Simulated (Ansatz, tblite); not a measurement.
Isomers of NbS4 (doublet), found by a short tight-binding search and relaxed with PBE0-D4/def2-SVP in Ansatz.

In the def2 sets Nb takes a core potential; there is no spin–orbit coupling. The xTB rows come from tblite. HSE06 is defined as in plane-wave codes, on full-range PBE exchange. Correlated methods freeze 20 core orbitals; core or outer-core shells of Nb are correlated, in sets that lack core-valence functions. In CCSD on the charge 0 doublet the largest single amplitude is 0.16, so its Hartree–Fock determinant may place the open shell otherwise than the density functionals do.

Run but left out: MP2/def2-SVP (B: ⟨S²⟩ 0.92, where a pure state has 0.75); MP2/def2-SVP (C: ⟨S²⟩ 1.00, where a pure state has 0.75).

B: At CCSD(T)/def2-SVP the charge 0 doublet is spin-contaminated (final ⟨S²⟩ up to 0.92, 0.75 for a pure state). C: At CCSD(T)/def2-SVP the charge 0 doublet is spin-contaminated (final ⟨S²⟩ up to 1.00, 0.75 for a pure state).

Other spin states were run for one of them alone.

A:

```xyz
5

Nb    0.262   -0.097   -0.412
S     0.785   -0.016    1.864
S     2.380   -0.469    0.566
S    -1.456    0.130   -2.017
S    -1.971    0.452   -0.001
```

B:

```csv
atom,x (Å),y (Å),z (Å)
Nb1,0.634,0.045,-0.677
S2,0.681,-0.536,1.618
S3,-1.731,-0.018,-0.607
S4,1.348,2.037,-0.987
S5,-0.932,-1.529,0.654
```

C:

```xyz
5

Nb    0.500    0.720    0.212
S    -0.871   -1.169   -0.414
S     1.767    0.405    1.917
S     0.526   -0.531   -1.866
S    -1.922    0.575    0.152
```

**Question.** Estimate which lies lowest at each level, and how far above it the others are (kcal/mol).

**Answer.** 
```tsv
level	A	B	C
GFN1-xTB	0.0	1.9	4.1
GFN2-xTB	2.6	0.0	11.1
HF/def2-SVP	2.5	0.0	0.8
PBE-D4/def2-TZVP	5.7	0.0	3.5
r2SCAN-D4/def2-TZVP	4.7	0.0	3.4
r2SCANh-D4/def2-TZVP	4.3	0.0	2.9
PBE0-D4/def2-TZVP	4.2	0.0	2.0
HSE06-D4/def2-TZVP	4.2	0.0	2.1
CCSD/def2-SVP	7.7	0.0	4.2
CCSD(T)/def2-SVP	7.6	0.0	5.1
```
Point groups (tolerance 0.1 Å): A not assigned, B Cs, C Cs. B and C have the same bonds, so they are conformers or stereoisomers. Lower isomers may exist.
